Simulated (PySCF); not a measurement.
C₅H₁₀BO₂, SMILES B1O[C](C)C(O1)(C)C, doublet, GFN2-xTB optimised geometry.

```
18

C     -1.69     1.58     0.28
C     -0.61     0.61    -0.03
O      0.69     0.99     0.00
B      1.45    -0.15     0.00
O      0.69    -1.27     0.00
C     -0.69    -0.89     0.01
C     -1.36    -1.43     1.28
C     -1.38    -1.48    -1.24
H     -1.39     2.57    -0.08
H     -1.88     1.66     1.35
H     -2.61     1.28    -0.21
H      2.61    -0.15     0.00
H     -1.29    -2.52     1.30
H     -0.86    -1.03     2.16
H     -2.41    -1.14     1.30
H     -0.88    -1.12    -2.14
H     -1.32    -2.57    -1.21
H     -2.42    -1.18    -1.26
```

Density from unrestricted PBE0/def2-SVP (PySCF) at that geometry.

Minimum of the electron density along straight lines between bonded atoms, close to the bond critical point (lines longer than 1.1 times the sum of covalent radii, or with two minima, are not listed):

```json
[
 {"bond": "C1–C2", "length / Å": "1.478", "ρ at the minimum / e bohr⁻³": "0.263", "∇²ρ there / e bohr⁻⁵": "-0.62", "position (fraction from the first atom)": "0.49"},
 {"bond": "C2–O3", "length / Å": "1.363", "ρ at the minimum / e bohr⁻³": "0.279", "∇²ρ there / e bohr⁻⁵": "(withheld)", "position (fraction from the first atom)": "0.33"},
 {"bond": "O3–B4", "length / Å": "1.371", "ρ at the minimum / e bohr⁻³": "0.199", "∇²ρ there / e bohr⁻⁵": "1.09", "position (fraction from the first atom)": "0.67"},
 {"bond": "B4–O5", "length / Å": "1.357", "ρ at the minimum / e bohr⁻³": "0.207", "∇²ρ there / e bohr⁻⁵": "1.14", "position (fraction from the first atom)": "0.33"},
 {"bond": "C2–C6", "length / Å": "1.503", "ρ at the minimum / e bohr⁻³": "0.265", "∇²ρ there / e bohr⁻⁵": "-0.63", "position (fraction from the first atom)": "0.50"},
 {"bond": "O5–C6", "length / Å": "1.428", "ρ at the minimum / e bohr⁻³": "0.249", "∇²ρ there / e bohr⁻⁵": "-0.45", "position (fraction from the first atom)": "0.65"},
 {"bond": "C6–C7", "length / Å": "1.540", "ρ at the minimum / e bohr⁻³": "0.242", "∇²ρ there / e bohr⁻⁵": "-0.55", "position (fraction from the first atom)": "0.51"},
 {"bond": "C6–C8", "length / Å": "1.538", "ρ at the minimum / e bohr⁻³": "0.243", "∇²ρ there / e bohr⁻⁵": "-0.56", "position (fraction from the first atom)": "0.51"},
 {"bond": "C1–H9", "length / Å": "1.088", "ρ at the minimum / e bohr⁻³": "0.276", "∇²ρ there / e bohr⁻⁵": "-1.02", "position (fraction from the first atom)": "0.63"},
 {"bond": "C1–H10", "length / Å": "1.097", "ρ at the minimum / e bohr⁻³": "0.269", "∇²ρ there / e bohr⁻⁵": "-0.95", "position (fraction from the first atom)": "0.62"},
 {"bond": "C1–H11", "length / Å": "1.089", "ρ at the minimum / e bohr⁻³": "0.275", "∇²ρ there / e bohr⁻⁵": "-1.00", "position (fraction from the first atom)": "0.63"},
 {"bond": "B4–H12", "length / Å": "1.160", "ρ at the minimum / e bohr⁻³": "(withheld)", "∇²ρ there / e bohr⁻⁵": "(withheld)", "position (fraction from the first atom)": "0.43"},
 {"bond": "C7–H13", "length / Å": "1.087", "ρ at the minimum / e bohr⁻³": "0.277", "∇²ρ there / e bohr⁻⁵": "-1.02", "position (fraction from the first atom)": "0.63"},
 {"bond": "C7–H14", "length / Å": "1.087", "ρ at the minimum / e bohr⁻³": "0.277", "∇²ρ there / e bohr⁻⁵": "-1.02", "position (fraction from the first atom)": "0.63"},
 {"bond": "C7–H15", "length / Å": "1.086", "ρ at the minimum / e bohr⁻³": "0.277", "∇²ρ there / e bohr⁻⁵": "-1.01", "position (fraction from the first atom)": "0.62"},
 {"bond": "C8–H16", "length / Å": "1.087", "ρ at the minimum / e bohr⁻³": "0.277", "∇²ρ there / e bohr⁻⁵": "-1.03", "position (fraction from the first atom)": "0.63"},
 {"bond": "C8–H17", "length / Å": "1.087", "ρ at the minimum / e bohr⁻³": "0.277", "∇²ρ there / e bohr⁻⁵": "-1.02", "position (fraction from the first atom)": "0.63"},
 {"bond": "C8–H18", "length / Å": "1.086", "ρ at the minimum / e bohr⁻³": "0.276", "∇²ρ there / e bohr⁻⁵": "-1.01", "position (fraction from the first atom)": "0.62"}
]
```

Task: Some entries are withheld; supply them.

Result: 
- C2–O3, ∇²ρ there / e bohr⁻⁵: -0.09
- B4–H12, ρ at the minimum / e bohr⁻³: 0.187
- B4–H12, ∇²ρ there / e bohr⁻⁵: -0.16
